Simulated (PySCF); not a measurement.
## LiPb and its ions

PBE0; Li cc-pVDZ, Pb cc-pVDZ-PP with ECP60; scalar-relativistic core potentials (PySCF 2.14). Neutral (UKS): quartet (σ ↑, π ↑↑), Re = 2.646 Å, ωe = 340 cm⁻¹, De = 1.34 eV, HOMO -4.22 eV, LUMO -2.03 eV.

LiPb⁺ (UKS): triplet (σ ↑, π ↑), Re = 3.088 Å, ωe = 213 cm⁻¹. The energies at the minima are -200.34751 hartree for LiPb and -200.12858 for LiPb⁺.

**Question.** Work out the adiabatic ionisation energy, without and with harmonic zero-point energies (1 hartree = 27.2114 eV, 1 eV = 8065.5 cm⁻¹), and the change of the bond length.

**Answer.** At PBE0: 0.21893 hartree = 5.957 eV between the minima; the zero-point term (213.0 − 340.0)/2 cm⁻¹ = -0.008 eV makes it 5.950 eV. Re changes by +44.2 pm against the neutral. The electron leaves a π orbital; in so polar a molecule the change of length follows mostly from the change of the ionic charges.

These are scalar-relativistic numbers at best; spin–orbit coupling would shift them, the dissociation energy most. States were picked by a PBE0 search and need not be the measured ground states.
